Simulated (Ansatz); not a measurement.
## Pulling the pair apart

The pair of Br⁻ (SMILES [Br-], atom 1) and SiH4 (SMILES [SiH4], atoms 2–6), both closed shells, in one local arrangement (a lower one may exist), relaxed at PBE0-D4/def2-TZVPD:

Br1  (-0.144, 1.263, -2.392)
Si2  (0.024, -0.206, 0.390)
H3  (1.148, -0.793, -0.373)
H4  (0.191, 1.221, 0.748)
H5  (0.105, -0.915, 1.734)
H6  (-1.324, -0.570, -0.106)
(Å)

SiH4 is shifted rigidly along the line between the mean atom positions of the two fragments (negative: closer). Counterpoise interaction energies in kJ/mol. Ansatz 0.2.0; basis: def2-TZVPPD; cores frozen in the correlated methods. Filled d shells of the heavier atoms are correlated. The def2 sets are not built for correlating such inner shells, so the correlated values are less sure here. B3LYP uses VWN-RPA correlation.

```json
{"shift (Å)": "-0.32", "MP2": "-23.3", "B3LYP-D4": "-23.3", "HF": "4.8"}
{"shift (Å)": "-0.16", "MP2": "-31.2", "B3LYP-D4": "-31.8", "HF": "-8.9"}
{"shift (Å)": "0.00", "MP2": "-34.4", "B3LYP-D4": "-35.5", "HF": "-16.8"}
{"shift (Å)": "0.16", "MP2": "-34.8", "B3LYP-D4": "-36.2", "HF": "-21.0"}
{"shift (Å)": "0.38", "MP2": "-32.8", "B3LYP-D4": "-34.4", "HF": "-23.0"}
{"shift (Å)": "0.79", "MP2": "-26.5", "B3LYP-D4": "-27.9", "HF": "-21.3"}
{"shift (Å)": "1.58", "MP2": "-15.8", "B3LYP-D4": "-16.4", "HF": "-14.4"}
{"shift (Å)": "3.15", "MP2": "-6.5", "B3LYP-D4": "-7.0", "HF": "-6.6"}
```

What does CCSD(T) give at these shifts? (To be estimated.)

Computed: -20.1, -28.8, -32.6, -33.4, -31.9, -25.9, -15.5, -6.3 kJ/mol. For zero shift, CCSD(T) at an estimated basis limit (MP2 extrapolated from triple and quadruple zeta, plus CCSD(T) − MP2 in triple zeta) gives -38.6 kJ/mol. These are counterpoise interaction energies, counted from the two frozen fragments.

T1 diagnostic: at most 0.008.

For scale, one of the runs: CCSD(T)/def2-TZVPPD, 173 basis functions, launched by `ansatz run in.yaml --threads 2 --pin off --events-out ev --progress --plain --max-ram 5222MiB`. Hardware: 2 CPU threads of an Intel Xeon 6975P-C, shared host. Wall time 15 s; peak host memory 1.5 GiB.
